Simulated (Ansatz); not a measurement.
**Ligand exchange: CH4O + InH2(NH2) → CH5NO + InH3**

Species: CH4O (methanol) `CO`, singlet; InH2(NH2), singlet; CH5NO `CON`, singlet; InH3 `[InH3]`, singlet. The partners trade H for NH2: O–H and In–NH2 bonds give way to O–NH2 and In–H.

Shapes, held fixed at every level: PBE0-D4/def2-TZVP. Flexible molecules stand in one conformer, not always the lowest. Programs: Ansatz 0.2.0. The zero-point and thermal change to 298 K, harmonic and unscaled (PBE0-D4/def2-TZVP), is -7.8 kJ/mol.

```
              level                    kind  ΔH(298 K) (kJ/mol)  less CCSD(T)/def2-TZVPP
      HF/def2-TZVPP            Hartree–Fock              +223.8                     -6.6
   SPW92/def2-TZVPP                     LDA              +217.5                    -12.9
B3LYP-D4/def2-TZVPP           global hybrid              +220.8                     -9.6
BHLYP-D4/def2-TZVPP           global hybrid              +226.4                     -4.0
 wB97M-V/def2-TZVPP  range-separated hybrid              +222.5                     -7.9
  B2PLYP/def2-TZVPP           double hybrid              +231.4                     +1.0
      CCSD/def2-SVP   coupled cluster or CI              +206.7                    -23.7
 CCSD(T)/def2-TZVPP   coupled cluster or CI              +230.4                      0.0
```

The highest level, CCSD(T)/def2-TZVPP, gives ΔH(298 K) = +230.4 kJ/mol; the levels span +206.7 to +231.4. The column of differences is taken from that level and isn't an error. No measured value is set beside it here. For atoms past krypton def2 sets carry core potentials with scalar relativity. Outer-core shells of In are correlated, in sets that cover them unevenly.
